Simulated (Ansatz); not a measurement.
The cluster PbS2⁻: single points at one geometry.

```yaml
crystal:
  periodic: [false, false, false]
  atoms:
    - {symbol: Pb, position_ang: [-0.299143, 0.087929, 0.643429]}
    - {symbol: S, position_ang: [-1.778277, -0.679212, -1.131209]}
    - {symbol: S, position_ang: [2.077420, 0.591283, 0.487790]}
basis:
  gaussian: {orbitals: def2-SVPD, initial_orbitals: start.molden}
total_charge: -1
magnetization: {spin_polarized: true, initial_magnetization: 1}
hamiltonian: {xc: pbe, dispersion: d4}
scf: {omitted_lower_state_checks: [starts]}
output: {orbitals: {seedname: orbitals}}
```

The file start.molden holds the orbitals of an earlier run on this structure, at another level or in another basis.

```sh
$ ansatz run in.yaml --threads 4 --pin off --events-out ev --progress --plain --max-ram 3916MiB
```

Shortened log:

```
Functional definition: PBE
883 factors; their error is unknown
mean field evaluation 1: about -26907.0998 eV, gradient 1.5e1 eV
mean field evaluation 2: about -26907.2503 eV, gradient 3.3e-1 eV
mean field evaluation 4: about -26907.2490 eV, gradient 2.4e-2 eV
mean field -26907.24899752 eV, -988.8231622704 hartree, gradient 7.6e-5 eV, S^2 0.753324; 0 other end points of the search recorded, 0 dependent functions left out
reference -26907.24903029 eV, -988.8231634746 hartree; 28, 27 occupied and 58, 59 virtual orbitals, 883 factors
Total energy: -26907.35940400 eV, -988.8272196336 hartree
Checks for a lower state left out: starts
```

It took 1 s on 4 threads of Arm Neoverse V2 on a shared host.

First input, but with `gaussian: {orbitals: def2-TZVPD, initial_orbitals: start.molden}`, `hamiltonian: {xc: {text: "exchange = 0.90*pbe_x + 0.10*exact_x\ncorrelation = pbe_c"}}` (abridged; 3.1 s):

```
Functional definition: unnamed
mean field -26914.83632563 eV, -989.1019914355 hartree, gradient 1.8e-5 eV, S^2 0.756819
Total energy: -26914.83636366 eV, -989.1019928330 hartree
Checks for a lower state left out: starts
```

The first input with `gaussian: {orbitals: "def2-TZVPPD.json", initial_orbitals: start.molden}`, `correlation: {method: ccsd_t}`, `scf: {omitted_lower_state_checks: [starts, cluster_reference]}` and without the key `hamiltonian` (abridged; 33 s):

```
Functional definition: HF
mean field -26857.71301348 eV, -987.0027484336 hartree, gradient 2.9e-6 eV, S^2 0.830589
14 core orbitals not correlated: weight in the atoms' cores, before any rotation towards them, 1.000 or more for the frozen orbitals, at most 0.000 for the correlated occupied ones
second order -20.27594505 eV of doubles, -0.00000000 eV of singles
cycle   1  -19.33672011 eV  change    9.4e-1 eV  update   1.6e-1
cycle   2  -19.94218532 eV  change   -6.1e-1 eV  update   5.8e-2
cycle   3  -20.12927934 eV  change   -1.9e-1 eV  update   3.6e-2
cycle   4  -20.11588172 eV  change    1.3e-2 eV  update   1.4e-2
cycle   5  -20.10695208 eV  change    8.9e-3 eV  update   7.1e-3
cycle   6  -20.10991295 eV  change   -3.0e-3 eV  update   2.7e-3
cycle   7  -20.10977556 eV  change    1.4e-4 eV  update   1.7e-3
cycle   8  -20.10958301 eV  change    1.9e-4 eV  update   9.4e-4
cycle   9  -20.10996114 eV  change   -3.8e-4 eV  update   6.2e-4
cycle  10  -20.10959126 eV  change    3.7e-4 eV  update   3.1e-4
cycle  11  -20.10959477 eV  change   -3.5e-6 eV  update   1.9e-4
cycle  12  -20.10982235 eV  change   -2.3e-4 eV  update   7.6e-5
cycle  13  -20.10982889 eV  change   -6.5e-6 eV  update   3.8e-5
cycle  14  -20.10984021 eV  change   -1.1e-5 eV  update   1.5e-5
perturbative correction -1.01001978 eV, -0.0371175424 hartree
Total energy: -26878.83287347 eV, -987.7788889727 hartree
Checks for a lower state left out: starts, cluster_reference
```

The first input with `gaussian: {orbitals: def2-TZVPD, initial_orbitals: start.molden}` (abridged; 2.1 s):

```
Functional definition: PBE
mean field -26914.65918701 eV, -989.0954817113 hartree, gradient 2.1e-5 eV, S^2 0.753870
Total energy: -26914.76960209 eV, -989.0995393908 hartree
Checks for a lower state left out: starts
```

Geometry: PBE-D4/def2-TZVPD.

In the def2 sets Pb takes a core potential; there is no spin–orbit coupling. Correlated methods freeze 14 core orbitals; core or outer-core shells of Pb are correlated, in sets that lack core-valence functions. At CCSD(T)/def2-TZVPPD the charge -1 doublet is spin-contaminated (final ⟨S²⟩ up to 0.83, 0.75 for a pure state). The structure comes from a short search, and lower isomers may exist.
